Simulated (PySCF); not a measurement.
C5H8OSi.
Atom-mapped SMILES: `[CH3:1][CH2:2][Si@H:3]1[CH:4]=[CH:5][C:6]1=[O:7]`

Structure used (GFN2-xTB), in Å, numbered top down from 1:
```xyz
15
C5H8OSi angstrom
C      2.2899   -0.4384   -0.5238
C      1.0449    0.3764   -0.8686
Si    -0.1737    0.4851    0.5869
C     -1.9663    0.9981    0.1904
C     -2.5396   -0.1753    0.5058
C     -1.3908   -1.0086    0.9200
O     -1.3491   -2.1500    1.3037
H      2.8203    0.0043    0.3158
H      2.0187   -1.4561   -0.2545
H      2.9708   -0.4787   -1.3720
H      0.5543   -0.0728   -1.7348
H      1.3485    1.3814   -1.1686
H      0.4293    1.1316    1.7552
H     -2.4839    1.8784   -0.1557
H     -3.5779   -0.4673    0.4782
```

NICS is the negative of the GIAO shielding at a point without a nucleus: at the ring centre (0) and 1 Å above and below it (1); zz is the component along the ring normal. Level: GIAO PBE0/pcSseg-1 (PySCF, non-relativistic, gas phase) on the GFN2-xTB geometry, one conformer.

Ring bond lengths (Å), with Mayer bond orders in brackets: Si3–C4 1.906 (0.89), C4–C5 1.344 (1.72), C5–C6 1.478 (0.97), C6–Si3 1.955 (0.82).

Problem. Give the NICS values of each ring in ppm.

Solution. 
| ring | type | NICS(0) | NICS(1), two faces | NICS(1)zz, two faces | rms pucker (Å) | centre to ring atoms, mean (Å) |
| --- | --- | --- | --- | --- | --- | --- |
| Si3–C4–C5–C6 | 4-membered ring with Si; formal bonds 1 double, 3 single | 7.3 | -2.5 / -2.8 | 0.1 / -1.5 | 0.00 | 1.17 |

Problem. What do they say, and how far can they be read as aromaticity?

Solution. 
- Si3–C4–C5–C6: mean NICS(1)zz -0.7 ppm, near zero. Si3 has four or more neighbours, and the NICS criterion for π rings isn't applied. NICS(0) lies 10 ppm above the mean NICS(1).

Problem. What is the mean of the two in-plane components of NICS at the second NICS(1) probe listed for ring Si3–C4–C5–C6, 1 Å off the ring?

Solution. The isotropic value is a third of the trace: (3 × -2.8 − (-1.5))/2 = -3.4 ppm.

Problem. List the ring angles and the Hirshfeld charges of the ring atoms.

Solution. 
- Si3–C4–C5–C6: Si3 69.9° (+0.358 e), C4 96.7° (-0.107 e), C5 103.1° (-0.045 e), C6 90.3° (+0.059 e); sum 360.0° against 360° for a flat convex ring.

Problem. What are the shieldings of the ring atoms and their hydrogens in the same run (means over atoms taken as equivalent)?

Solution. 
```tsv
atoms	environment	σ isotropic (ppm)	principal values of the symmetric part, first atom (ppm)
Si3	SiH silicon	333.8	259.1, 335.8, 406.5
C4	alkene CH carbon	-4.1	-147.7, -40.1, 175.5
C5	alkene CH carbon	13.4	-90.1, 15.4, 114.8
C6	carbonyl carbon	-38.6	-116.0, -68.6, 68.7
H13	Si–H hydrogen	26.27	24.0, 25.2, 29.6
H14	vinylic hydrogen	22.30	14.6, 25.8, 26.5
H15	vinylic hydrogen	24.18	21.9, 24.5, 26.1
```

The run took 23 s wall on one thread of an Arm Neoverse V2, shared host with 32 logical CPUs at a one-minute load of 29, and the process peaked at 0.75 GiB of memory. This is the whole shielding run at PBE0/pcSseg-1, SCF included.
